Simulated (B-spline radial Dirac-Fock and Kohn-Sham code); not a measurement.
# Isotope-shift constants of the inner levels of Sr

System: the Sr atom, [Kr] 5s2.

Level of theory: first-order field-shift and mass-shift constants from Dirac-Fock ground and hole states with a Fermi nucleus; the mass shift has no relativistic recoil terms; an atomic code on a B-spline grid. A binding energy shifts by δE = F·δ⟨r²⟩ + (K_N + K_S)·δ(1/M); F is taken for a change of radius at fixed skin thickness and so holds the higher radial moments.

| level | F (meV/fm²) | K_N (meV u) | K_S (meV u) |
| --- | --- | --- | --- |
| K (1s) | -19.80 | -8861 | 3857 |
| L1 (2s) | -2.078 | -1226 | -194.0 |
| L2 (2p1/2) | 0.1425 | -1108 | 1366 |
| L3 (2p3/2) | 0.1620 | -1071 | 1270 |
| M1 (3s) | -0.3425 | -203.1 | -101.3 |
| M2 (3p1/2) | 0.03608 | -160.0 | 154.0 |
| M3 (3p3/2) | 0.03964 | -154.1 | 129.8 |
| M4 (3d3/2) | 0.03298 | -78.46 | 127.7 |
| M5 (3d5/2) | 0.03265 | -77.47 | 125.4 |

Line shifts in meV from A = 88 (mass 87.9056 u, rms radius 4.224 fm); radii from Angeli and Marinova (2013).

```csv
A,mass (u),radius (fm),Kα1,Kα2,Kβ1,Lα1
77,76.9379,4.2569,-14.01,-14.10,-13.61,+0.28
79,78.9297,4.2586,-12.59,-12.66,-12.26,+0.23
80,79.9245,4.2562,-11.36,-11.42,-11.07,+0.21
85,84.9129,4.2304,-3.17,-3.19,-3.07,+0.07
87,86.9089,4.2249,?,?,?,?
89,88.9075,4.2407,-2.15,-2.14,-2.17,0.00
90,89.9077,4.2611,-4.97,-4.94,-4.98,0.00
93,92.9140,4.3026,-10.19,-10.14,-10.24,-0.01
95,94.9194,4.3305,-13.81,-13.74,-13.89,-0.01
98,97.9287,4.4377,-30.89,-30.79,-30.92,+0.06
```

Problem. What are the shifts for A = 87?

Solution. Kα1 -0.83 meV (field -0.15, mass -0.68); Kα2 -0.84 meV (field -0.15, mass -0.69); Kβ1 -0.80 meV (field -0.15, mass -0.65); Lα1 +0.02 meV (field 0.00, mass +0.02).

Values without a named source are computed, but for edge energies of neutral atoms, which are taken from tables.
